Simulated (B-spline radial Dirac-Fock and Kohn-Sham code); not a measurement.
**EELS cross sections of the Kr M5 edge**

System: the free krypton atom in the configuration [Ar] 3d10 4s2 4p6. These are calculated numbers from an atomic code on a B-spline grid; the model is the first Born approximation with generalised oscillator strengths from a Dirac-Hartree-Slater potential (longitudinal and transverse terms; continuum final states only, so no white lines or fine structure). The edge is taken at 93.80 eV (tabulated value).

Input of the calculation (task.json; shells as n, l, electrons):

```json
{"items": [{
  "Z": 36,
  "q": 0,
  "cfg": [[1, 0, 2], [2, 0, 2], [2, 1, 6], [3, 0, 2], [3, 1, 6], [3, 2, 10], [4, 0, 2], [4, 1, 6]],
  "A": 84,
  "rrms": 4.1884,
  "do": "eels",
  "beams": [[60, 10], [60, 20], [60, 100], [80, 10], [80, 50], [80, 100], [100, 50], [120, 20], [200, 5], [200, 50], [200, 100], [300, 5], [300, 20], [300, 100]],
  "edges": {"M5": 93.8}
}]}
```

Launch: `python xray2_run.py task.json out`

Partial cross sections σ(β, Δ) in barn, integrated over a window Δ above the edge and up to the collection semi-angle β, for parallel illumination:

```
E₀ (kV)  β (mrad)  Δ = 25 eV  Δ = 50 eV  Δ = 100 eV  Δ = 200 eV  Δ = 300 eV
     60        10       8240      28600       72700      117000      132000
     60        20      11200      36900       94500      157000      179000
     60       100      15000      45100      114000      198000      234000
     80        10       7310      25300       64900      106000      120000
     80        50          ?          ?           ?           ?           ?
     80       100      12200      36900       93600      162000      192000
    100        50      10300      31600       80400      139000      164000
    120        20       8000      25800       66300      113000      130000
    200         5       4060      14400       37200       61000       69100
    200        50       6880      21400       54700       95100      112000
    200       100       6900      21400       54800       95300      113000
    300         5       3780      13300       34700       57600       65600
    300        20       5550      17600       45300       78300       91600
    300       100       5740      17900       46100       80300       94800
```

Task: Give the row for 80 kV and 50 mrad.

Result: 11900 b for 25 eV, 36400 b for 50 eV, 92500 b for 100 eV, 160000 b for 200 eV, 188000 b for 300 eV.
